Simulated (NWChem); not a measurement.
Species: trimethylarsine (C$_{3}$H$_{9}$As); SMILES C[As](C)C

```xyz
13

C      1.2050     1.2050    -0.5137
As     0.0000     0.0000     0.4685
C      0.4411    -1.6461    -0.5137
C     -1.6461     0.4411    -0.5137
H      1.0944     1.0944    -1.6034
H      2.2465     0.9877    -0.2339
H      0.9877     2.2465    -0.2339
H      0.4006    -1.4950    -1.6034
H     -0.2679    -2.4394    -0.2339
H      1.4517    -1.9787    -0.2339
H     -1.4950     0.4006    -1.6034
H     -2.4394    -0.2679    -0.2339
H     -1.9787     1.4517    -0.2339
```
Atoms are numbered in this order, from 1.

Program: NWChem. Geometry: optimised at PBE0/def2-SVP. Total energies compare along this basis series because the functional is fixed.

```json
[
 {"level": "PBE/STO-3G", "basis functions": "42", "energy (Ha)": "-2328.3645", "highest occupied level (eV)": "-2.96", "orbital gap (eV)": "8.25", "dipole (D)": "0.88"},
 {"level": "PBE/def2-SVP", "basis functions": "119", "energy (Ha)": "-2354.7320", "highest occupied level (eV)": "-5.31", "orbital gap (eV)": "6.00", "dipole (D)": "0.97"},
 {"level": "PBE/def2-SVPD", "basis functions": "170", "energy (Ha)": "-2354.7418", "highest occupied level (eV)": "-5.43", "orbital gap (eV)": "5.50", "dipole (D)": "0.98"},
 {"level": "PBE/def2-TZVP", "basis functions": "195", "energy (Ha)": "-2355.1443", "highest occupied level (eV)": "-5.40", "orbital gap (eV)": "5.74", "dipole (D)": "0.91"},
 {"level": "PBE/def2-TZVPD", "basis functions": "246", "energy (Ha)": "-2355.1454", "highest occupied level (eV)": "-5.45", "orbital gap (eV)": "5.19", "dipole (D)": "0.97"},
 {"level": "PBE/def2-TZVPP", "basis functions": "267", "energy (Ha)": "-2355.1475", "highest occupied level (eV)": "-5.40", "orbital gap (eV)": "5.74", "dipole (D)": "0.91"}
]
```
